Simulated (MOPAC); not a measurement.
Input for MOPAC: PM3 on N2 (SMILES N#N), 2S+1 = 3, a spin state set in the input, which need not be the lowest.

```
PM3 1SCF PRECISE CHARGE=0 UHF MS=1 THREADS=1
N2

N     -0.00000000 1    -0.00000000 1    -0.63622826 1
N      0.00000000 1     0.00000000 1     0.63622826 1
```

The log:

```
*******************************************************************************
 **                                                                           **
 **                              MOPAC v23.2.5                                **
 **                                                                           **
 *******************************************************************************
 ** MOPAC's Digital Object Identifier: https://doi.org/10.5281/zenodo.6511958 **
 **                                                                           **
 ** Please cite the open-source release paper for use of this MOPAC version:  **
 ** J. E. Moussa and J. J. P. Stewart (2026)                                  **
 ** MOPAC: An open-source semiempirical molecular orbital program             **
 ** J. Open Source Softw., 11(119), 8025, https://doi.org/10.21105/joss.08025 **
 *******************************************************************************

                              PM3 CALCULATION RESULTS

 *******************************************************************************
 *  PM3        - The PM3 Hamiltonian to be used
 *  UHF        - UNRESTRICTED HARTREE-FOCK CALCULATION
 *
 *
 *
 *                 CHARGE ON SYSTEM = 0
 *
 *
 *
 *  MS=        - IN MECI, MAGNETIC COMPONENT OF SPIN =  1.0
 *  PRECISE    - TIGHTER CRITERIA TO BE USED
 *  1SCF       - DO 1 SCF AND THEN STOP
 *  THREADS=1  - MULTI-THREADING NOT USED
 *  T=         - A TIME OF 172800.0 SECONDS REQUESTED
 *  DUMP=N     - RESTART FILE WRITTEN EVERY 7200.0 SECONDS REQUESTED
 *******************************************************************************
PM3 1SCF PRECISE CHARGE=0 UHF MS=1 THREADS=1
 N2

   ATOM   CHEMICAL          X               Y               Z
  NUMBER   SYMBOL      (ANGSTROMS)     (ANGSTROMS)     (ANGSTROMS)

     1       N         -0.00000000  *  -0.00000000  *  -0.63622826  *
     2       N          0.00000000  *   0.00000000  *   0.63622826  *



          CARTESIAN COORDINATES

    NO.       ATOM           X           Y           Z

     1         N         -0.0000     -0.0000     -0.6362
     2         N          0.0000      0.0000      0.6362

  N: (PM3): J. J. P. STEWART, J. COMP. CHEM. 10, 209 (1989).

           Empirical Formula: N2  =     2 atoms



      MOLECULAR POINT GROUP   :   D*h


          UHF CALCULATION, NO. OF ALPHA ELECTRONS =    6
                           NO. OF BETA  ELECTRONS =    4

 -------------------------------------------------------------------------------
 PM3 1SCF PRECISE CHARGE=0 UHF MS=1 THREADS=1
 N2



     1SCF WAS SPECIFIED, SO BFGS WAS NOT USED
     SCF FIELD WAS ACHIEVED


                              PM3 CALCULATION
                                                       MOPAC v23.2.5 Linux




          FINAL HEAT OF FORMATION =        142.53308 KCAL/MOL =     596.35841 KJ/MOL


          COSMO AREA              =         56.54 SQUARE ANGSTROMS
          COSMO VOLUME            =         38.56 CUBIC ANGSTROMS

          IONIZATION POTENTIAL    =         10.312597 EV
          ALPHA SOMO LUMO (EV)    =        -10.313 -1.791
          BETA  SOMO LUMO (EV)    =        -13.005 -4.484
          NO. OF ALPHA ELECTRONS  =          6
          NO. OF BETA  ELECTRONS  =          4
          MOLECULAR WEIGHT        =         28.0134         POINT GROUP:  D*h

          MOLECULAR DIMENSIONS (Angstroms)

            Atom       Atom       Distance
            N     2    N     1     1.27246
            N     2    N     1     0.00000
            N     1    N     2     0.00000


          SCF CALCULATIONS        =          1





   ATOM   CHEMICAL          X               Y               Z
  NUMBER   SYMBOL      (ANGSTROMS)     (ANGSTROMS)     (ANGSTROMS)

     1       N         -0.00000000  *  -0.00000000  *  -0.63622826  *
     2       N          0.00000000  *   0.00000000  *   0.63622826  *

                             CARTESIAN COORDINATES

   1    N       -0.000000000    -0.000000000    -0.636228260
   2    N        0.000000000     0.000000000     0.636228260


           Empirical Formula: N2  =     2 atoms



      MOLECULAR POINT GROUP   :   D*h


          ALPHA EIGENVALUES
 -29.21388 -16.04752 -15.24909 -14.47137 -14.02728 -10.31260  -1.79126   4.23202


           BETA EIGENVALUES
 -28.29429 -14.99216 -13.37066 -13.00543  -4.48409  -0.31692   0.46080   4.82377


              NET ATOMIC CHARGES AND DIPOLE CONTRIBUTIONS

  ATOM NO.   TYPE          CHARGE      No. of ELECS.   s-Pop       p-Pop
    1          N          -0.000000        5.0000     1.83567     3.16433
    2          N           0.000000        5.0000     1.83567     3.16433
 DIPOLE           X         Y         Z       TOTAL
 POINT-CHG.     0.000     0.000     0.000     0.000
 HYBRID         0.000     0.000    -0.000     0.000
 SUM            0.000     0.000     0.000     0.000


          ATOMIC ORBITAL ELECTRON POPULATIONS

     Atom    s        px        py        pz
    1  N   1.83567   1.50000   0.50000   1.16433
    2  N   1.83567   1.50000   0.50000   1.16433


                    (SZ)    =    1.000000
                    (S**2)  =    2.000498


          ATOMIC ORBITAL SPIN POPULATIONS

    Atom   Total    s     px     py     pz
         Atomic
    1  N  1.0000  0.008  0.500  0.500 -0.008
    2  N  1.0000  0.008  0.500  0.500 -0.008

 **********************
 *                    *
 * JOB ENDED NORMALLY *
 *                    *
 **********************




 == MOPAC DONE ==
```

The run finished.

Cost: about 0.020 core-seconds (a rough figure).
